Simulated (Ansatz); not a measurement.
Basis-set extrapolation for `C=[C]1[AlH][AlH]1` (PBE0-D4/def2-TZVP geometry, frozen core, Ansatz 0.2.0). Multiplicity 1, RHF reference.

```
                      def2-TZVPP   def2-QZVPP
                 HF  -561.832062  -561.848989
    MP2 correlation    -0.476520    -0.507402
CCSD(T) correlation    -0.537748      not run
```

Energies in hartree. Use E(X) = E(∞) + A·exp(−7.88·√X) for Hartree–Fock and E(X) = E(∞) + B·X^(−2.97) for correlation, with X = 3 and 4, and add CCSD(T) minus MP2 of the smaller set to the MP2 limit.

Q: What is the CCSD(T) energy at the basis-set limit?

A: HF limit: -561.848989 + (-0.016927) × 0.13774 = -561.85132. MP2 limit: -0.507402 + (-0.030882) × 0.74074 = -0.53028. Higher-order term: -0.537748 − (-0.476520) = -0.06123. Total: -562.44283 hartree, 191.7 kJ/mol below CCSD(T)/def2-TZVPP.
